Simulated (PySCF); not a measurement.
## Steps of a relaxation of OsO3(OH)2

OsO3(OH)2 (singlet). PySCF 2.14.0, RKS r2SCAN, Os def2-SVP with ECP60, O def2-SVP, H def2-SVP; non-relativistic Hamiltonian with scalar-relativistic core potentials where named; density fitting; no spin-orbit coupling. Origin of the start: template. Columns: position (Å) and force (eV/Å). Energies are counted from the last step; some of the 20 steps are shown. Forces carry noise of the integration grid, about 0.01 to 0.03 eV/Å.

Run from Python with OMP_NUM_THREADS=2. Where DIIS fails, smearing, a level shift and second-order steps follow.
It took 2.3 min on 2 threads of Arm Neoverse V1, with other jobs on the host, from the converged density of the start.

```xyz
8
step 0  E = 11.574 eV
Os    0.0255    0.0255    0.0015   -16.52  -16.52   -9.45
O     0.0255    0.0255    1.4667    -0.66   -0.66   27.81
O     1.4524    0.0255   -0.3314    29.60   -2.51   -7.06
O     0.0255    1.4524   -0.3314    -2.51   29.60   -7.06
O    -1.6713    0.0255   -0.3944    -9.35   -0.79   -1.68
H    -2.6273    0.0255   -0.2580     0.36   -0.12   -0.44
O     0.0255   -1.6713   -0.3944    -0.79   -9.35   -1.68
H     0.0255   -2.6273   -0.2580    -0.12    0.36   -0.44
```

```xyz
8
step 6  E = 1.029 eV
Os    0.0500    0.0500    0.0130     0.10    0.10    0.54
O     0.0425    0.0425    1.7223     0.05    0.05   -0.32
O     1.7263   -0.1048   -0.3913    -0.48   -0.10    0.02
O    -0.1048    1.7263   -0.3913    -0.10   -0.48    0.02
O    -1.8139   -0.1739   -0.4286    -2.27    0.43    0.22
H    -2.7268    0.2821   -0.2976     2.70   -0.43   -0.34
O    -0.1739   -1.8139   -0.4286     0.43   -2.27    0.22
H     0.2821   -2.7268   -0.2976    -0.43    2.70   -0.34
```

```xyz
8
step 13  E = 0.014 eV
Os   -0.0375   -0.0375    0.0884    -0.16   -0.16   -0.08
O     0.0196    0.0196    1.7877     0.00    0.00    0.01
O     1.5708   -0.3145   -0.4446     0.17    0.06    0.01
O    -0.3145    1.5708   -0.4446     0.06    0.17    0.01
O    -1.9169   -0.2967   -0.3703    -0.06    0.10    0.13
H    -2.3302    0.5868   -0.3730     0.01   -0.13   -0.11
O    -0.2967   -1.9169   -0.3703     0.10   -0.06    0.13
H     0.5868   -2.3302   -0.3730    -0.13    0.01   -0.11
```

Q: Where does the relaxation end?

A: It converges at step 19 in Cs:
```xyz
8
step 19  E = 0
Os   -0.0373   -0.0373    0.1017
O     0.0327    0.0327    1.7999
O     1.5738   -0.3084   -0.4359
O    -0.3084    1.5738   -0.4359
O    -1.9222   -0.2969   -0.3270
H    -2.3361    0.5759   -0.4378
O    -0.2969   -1.9222   -0.3270
H     0.5759   -2.3361   -0.4378
```

Q: How did the contacts change?

A: 
| contact | start (Å) | end (Å) |
| --- | --- | --- |
| Os1–O2 (O) | 1.465 | 1.701 |
| Os1–O3 (O) | 1.465 | 1.720 |
| Os1–O4 (O) | 1.465 | 1.720 |
| Os1–O5 (OH) | 1.742 | 1.950 |
| Os1–O7 (OH) | 1.742 | 1.950 |


No frequency check is given that shows the relaxed geometry to be a minimum.
